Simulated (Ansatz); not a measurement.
In2PF3. The state is a singlet with charge 0. Geometry r2SCAN-D4/def2-SVP.

```tsv
atom	x (Å)	y (Å)	z (Å)
In1	1.112	0.334	-1.057
In2	-1.426	-0.276	0.595
P3	-1.196	0.229	-1.753
F4	0.689	-0.138	1.009
F5	-2.216	-0.706	2.312
F6	3.037	0.556	-1.106
```

In the def2 sets In takes a core potential, while STO-3G treats all electrons; there is no spin–orbit coupling. The structure comes from a short search, and lower isomers may exist.

Estimate the orbital energies around the gap (eV) in Ansatz with HF/STO-3G, LDA (SPW92)/def2-TZVP, PBE-D4/def2-TZVP, r2SCAN-D4/def2-TZVP, PBE0-D4/def2-TZVP.


| orbital | HF/STO-3G | LDA (SPW92)/def2-TZVP | PBE-D4/def2-TZVP | r2SCAN-D4/def2-TZVP | PBE0-D4/def2-TZVP |
| --- | --- | --- | --- | --- | --- |
| HOMO−13 | -14.84 | -19.71 | -19.58 | -20.28 | -22.24 |
| HOMO−12 | -14.52 | -15.12 | -14.85 | -15.41 | -16.72 |
| HOMO−11 | -12.42 | -11.92 | -11.54 | -11.92 | -13.36 |
| HOMO−10 | -12.00 | -11.37 | -11.02 | -11.39 | -12.83 |
| HOMO−9 | -11.66 | -10.37 | -10.06 | -10.48 | -11.90 |
| HOMO−8 | -10.31 | -10.15 | -9.84 | -10.26 | -11.79 |
| HOMO−7 | -10.15 | -10.00 | -9.72 | -10.23 | -11.64 |
| HOMO−6 | -10.11 | -9.27 | -9.00 | -9.46 | -10.99 |
| HOMO−5 | -10.09 | -9.25 | -8.97 | -9.44 | -10.98 |
| HOMO−4 | -9.89 | -9.24 | -8.96 | -9.41 | -10.93 |
| HOMO−3 | -9.20 | -9.20 | -8.92 | -9.39 | -10.90 |
| HOMO−2 | -6.37 | -8.41 | -8.10 | -8.40 | -9.18 |
| HOMO−1 | -5.53 | -7.91 | -7.61 | -7.85 | -8.65 |
| HOMO | -3.74 | -6.22 | -5.97 | -6.19 | -6.94 |
| LUMO | 6.20 | -3.97 | -3.63 | -3.47 | -2.84 |
| LUMO+1 | 6.73 | -3.54 | -3.18 | -3.00 | -2.31 |
| LUMO+2 | 7.43 | -2.48 | -2.17 | -1.99 | -1.50 |
| LUMO+3 | 8.44 | -2.35 | -2.05 | -1.85 | -1.37 |
| LUMO+4 | 8.54 | -2.01 | -1.69 | -1.42 | -0.98 |
| LUMO+5 | 12.32 | -0.26 | -0.11 | 0.37 | 0.46 |
